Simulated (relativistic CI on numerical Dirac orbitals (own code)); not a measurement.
**Hyperfine structure of Hg⁷⁵⁺, mass number 199**

Computed by Dirac-Coulomb-Breit CI, separate exchange-only KLI orbitals for each configuration, model QED (radiative potential, 1s self-energy scaled to tabulated hydrogen-like ionisation energies), unscaled Slater integrals (own radial code, finite nucleus).

Configurations in the expansion (outside the closed core 1s2): 2s2 2p, 2s 2p2, 2p3, 2p2 3s, 2s2 3s, 2p2 3p, 2p2 3d, 2s2 3p, 2s2 3d, 2s 2p 3s, 2s 2p 3p, 2s 2p 3d, 2s2 4s, 2s2 4p, 2s2 4d, 2s2 4f. Levels of other configurations are missing.

Nuclear spin I = 1/2, μ = 0.5039 μN (tables of Stone and Pyykkö). The electronic factors are computed for point nuclear moments, without core polarisation or the Bohr-Weisskopf and QED corrections.

```csv
Level,E (10³ cm⁻¹),A (GHz)
2s2 2p 2P°_1/2,0.0,11500
2s2 2p 2P°_3/2,16921.6,1130
2s 2p2 4P_3/2,18706.6,8227
2s 2p2 2D_5/2,19050.0,9994
2s 2p2 2P_1/2,19718.6,-13550
2s 2p2 2D_3/2,19733.1,-77.96
2s 2p2 4P_5/2,35773.9,7951
2s 2p2 2S_1/2,36764.8,35200
```

Levels with J = 0, under 50 % of one LS term, or S terms without an open s electron are left out. Small factors come from cancelling terms and can be off by tens of per cent or more.

At this charge energies of transitions that change n are usually good to better than 1 %, and those within a shell (Δn = 0) to a few per cent.

**Question.** Give the hyperfine levels of 2s2 2p 2P°_1/2 relative to its centre of gravity.

**Answer.** With K = F(F + 1) − I(I + 1) − J(J + 1), E = AK/2: F = 0: -8628, F = 1: 2876 GHz.

LS names give the leading component of a level, which can be under half, so a name can repeat, a term be missing and a line seem to break the LS rules.
